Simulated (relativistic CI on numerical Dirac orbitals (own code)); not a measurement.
Method of calculation: Dirac-Coulomb-Breit CI, orbitals from a KLI potential per configuration, model QED (radiative potential, 1s self-energy scaled to tabulated hydrogen-like ionisation energies), unscaled Slater integrals (own radial code, finite nucleus).

CI space (outside the closed core [Kr] 4d10): 4f¹⁴5s²5p⁶, 4f¹⁴5s²5p⁵5d, 4f¹⁴5s5p⁶5d, 4f¹⁴5s²5p⁵5f, 4f¹⁴5s²5p⁵5g, 4f¹⁴5s²5p⁵6s, 4f¹⁴5s5p⁶5f, 4f¹³5s²5p⁶5d, 4f¹⁴5s²5p⁵6p, 4f¹⁴5s5p⁶5g, 4f¹⁴5s²5p⁵6d, 4f¹³5s²5p⁶6s, 4f¹⁴5s5p⁶6s, 4f¹⁴5s²5p⁵7s, 4f¹³5s²5p⁶6p, 4f¹³5s²5p⁶5f, 4f¹⁴5s5p⁶6p, 4f¹⁴5p⁶5d², 4f¹⁴5p⁵5d³, 4f¹⁴5p⁵5d²5f, 4f¹⁴5p⁵5d²5g, 4f¹⁴5p⁵5d²6s, 4f¹⁴5p⁶5f², 4f¹⁴5p⁵5d5f², 4f¹⁴5p⁵5f³, 4f¹⁴5p⁵5f²5g, 4f¹⁴5p⁵5f²6s. Double excitations out of closed p, d and f shells are left out; levels of such configurations are missing from the list, as are those of other unlisted configurations, and high levels can miss mixing partners. These lack a partner that the ground configuration has and come out too high: 4f¹³5s²5p⁶5d, 4f¹⁴5s²5p⁵6p, 4f¹⁴5s²5p⁵6d, 4f¹³5s²5p⁶6s, 4f¹⁴5s²5p⁵7s.

At this charge energies of transitions that change n are usually good to better than 1 %, and those within a shell (Δn = 0) to a few per cent. Levels and lines within the n = 5 or 6 shells can be off by up to 10 % or somewhat more, and those that change n by about 2 %, since core polarisation is missing.

Outline of the computed level scheme of Tl XIV. Lowest level of each configuration: 4f¹⁴5s²5p⁶ ¹S0 at 0.000 eV; 4f¹⁴5s²5p⁵5d ³P°0 at 61.385 eV; 4f¹⁴5s²5p⁵6s ³P°2 at 117.557 eV; 4f¹³5s²5p⁶5d ³P°2 at 129.050 eV; 4f¹⁴5s5p⁶5d ³D1 at 133.139 eV; 4f¹⁴5s²5p⁵6p ³P1 at 134.674 eV; 4f¹⁴5s²5p⁵5f ³G5 at 143.050 eV.

Some strong electric-dipole decays among the lowest 45 levels: 4f¹⁴5s²5p⁵5d ¹P°1 → 4f¹⁴5s²5p⁶ ¹S0 (7.8e+11 s⁻¹); 4f¹³5s²5p⁶5d ¹P°1 → 4f¹⁴5s²5p⁶ ¹S0 (2.6e+11 s⁻¹); 4f¹⁴5s²5p⁵5f ³G5 → 4f¹⁴5s²5p⁵5d ³F°4 (2.3e+11 s⁻¹); 4f¹³5s²5p⁶5d ¹P°1 → 4f¹⁴5s²5p⁶ ¹S0 (2.3e+11 s⁻¹); 4f¹⁴5s²5p⁵5d ³D°1 → 4f¹⁴5s²5p⁶ ¹S0 (1.7e+11 s⁻¹); 4f¹⁴5s²5p⁵6s ¹P°1 → 4f¹⁴5s²5p⁶ ¹S0 (1.6e+11 s⁻¹); 4f¹⁴5s²5p⁵6p ³D2 → 4f¹⁴5s²5p⁵5d ³F°3 (1.2e+11 s⁻¹); 4f¹⁴5s²5p⁵6p ³D3 → 4f¹⁴5s²5p⁵5d ³F°4 (8.8e+10 s⁻¹).

LS names give the leading component of a level, which can be under half, so a name can repeat, a term be missing and a line seem to break the LS rules.
